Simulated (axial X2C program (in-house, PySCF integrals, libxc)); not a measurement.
# HI: from the spin-free to the two-component result

Calculated with an axial X2C code built on PySCF integrals. Spin-free means the one-electron spin-free X2C Hamiltonian; two-component (2c) means X2C with spin–orbit coupling and atomic mean-field two-electron Coulomb and Gaunt terms, so the difference of the two also holds small scalar two-electron terms. Basis: I dyall-cv3z [11s12p8d4f1g], H dyall-v3z [6s2p1d] (cores contracted in-house); Gaussian nuclei, density fitting, unrestricted open shells. Masses: I 126.904 u, H 1.008 u.

Spin-free state: M_S = 0, Λ = 0 (closed shell); fragments I + H.

```csv
level,Re (Å),ωe (cm⁻¹),De (eV),μ (D)
PBE0,1.611,2336.7,3.374,0.51
HF,1.598,2448.0,2.288,0.56
MP2,1.603,2395.3,3.304,n/a
CCSD,1.610,2338.5,3.342,n/a
CCSD(T),1.612,2322.5,3.392,n/a
r2SCAN,1.613,2316.3,3.421,0.52
```

Correlated methods: 8 electrons correlated (number of frozen shells: I 4 s, 3 p, 2 d; H none), 178 virtual spin orbitals or spinors in MP2, 84 natural virtuals in coupled cluster.

Dipoles are positive if H is the positive end.

Two-component determinant lowest at the distance of the search:

Ω = 0 (closed shell); fragments I + H.

```tsv
level	Re (Å)	ωe (cm⁻¹)	De (eV)	μ (D)
PBE0	1.615	2313.2	3.117	0.48
HF	1.602	2427.6	1.991	0.53
MP2	1.606	2376.3	3.032	n/a
CCSD	1.613	2317.6	3.060	n/a
CCSD(T)	1.615	2301.7	3.112	n/a
r2SCAN	1.616	2294.8	n/a	0.49
```

Question: From the two tables, how do the constants change at the CCSD(T) level (2c against spin-free)?

Answer: At the CCSD(T) level Re goes up by 0.003 Å and ωe goes down by 20.8 cm⁻¹; De changes by -0.280 eV.

The state is a single determinant with fixed occupations, the lowest that a limited PBE0 search found. Closed shells are restricted here (equal orbitals for both partners); the stretched side of such a curve lies too high. Dissociation energies refer to the lowest single-determinant-based atoms at the same level and basis. De is not given where an atomic determinant may have missed its ground term or J level, or where the truncated virtual space spoils (T). CCSD and (T) use frozen natural virtuals with an MP2 correction for the truncation; (T) itself is uncorrected, so its De runs slightly low. The functionals have no current-density term, which raises determinants with orbital currents, atoms included.
